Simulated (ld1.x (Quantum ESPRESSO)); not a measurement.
u(r) = r·R(r): atom against pseudo-atom (rhodium (Rh))

Columns: radius, all-electron u(r) and pseudo u(r) of the 4s shell (level -103.46 eV) of rhodium in the configuration [Ar] 3d10 4s2 4p6 4d7 5s0 5p0; PBE, scalar-relativistic, TM scheme, ld1.x (Quantum ESPRESSO) 7.5.

| r (bohr) | all-electron | pseudo |
| --- | --- | --- |
| 0.080 | -0.3909 | -0.1281 |
| 0.160 | -0.0447 | -0.2552 |
| 0.240 | 0.5323 | -0.3802 |
| 0.320 | 0.6294 | -0.5019 |
| 0.400 | 0.3474 | -0.6190 |
| 0.480 | -0.0803 | -0.7296 |
| 0.560 | -0.4935 | -0.8311 |
| 0.640 | -0.8174 | -0.9199 |
| 0.720 | -1.0329 | -0.9915 |
| 0.800 | -1.1481 | -1.0413 |
| 0.880 | -1.1820 | -1.0648 |
| 0.960 | -1.1567 | -1.0595 |
| 1.040 | -1.0920 | -1.0252 |
| 1.120 | -1.0040 | -0.9655 |
| 1.200 | -0.9048 | -0.8865 |
| 1.280 | -0.8028 | -0.7960 |
| 1.360 | -0.7037 | -0.7019 |
| 1.440 | -0.6107 | -0.6105 |
| 1.520 | -0.5258 | -0.5258 |
| 1.600 | -0.4497 | -0.4497 |
| 1.680 | -0.3825 | -0.3825 |
| 1.760 | -0.3238 | -0.3238 |
| 1.840 | -0.2731 | -0.2731 |
| 1.920 | -0.2294 | -0.2294 |
| 2.000 | -0.1922 | -0.1922 |
| 2.080 | -0.1606 | -0.1606 |

(1) How many radial nodes do the two functions have?

(2) At about which radius was the pseudo-wave matched?

(3) Is the pseudo-wave norm-conserving?

Results:

(1) The all-electron 4s function has n − l − 1 = 3 (the table is too coarse to show those close to the nucleus); the pseudo-wave has 0, since the states of the same l below it are removed with the core.

(2) 1.60 bohr. The columns agree to 0.0005 from 1.44 bohr on; several derivatives are matched, so the curves merge somewhat inside the radius.

(3) Yes: the TM scheme keeps the norm inside the radius equal to the all-electron one, which fixes the energy derivative of the logarithmic derivative at the level.
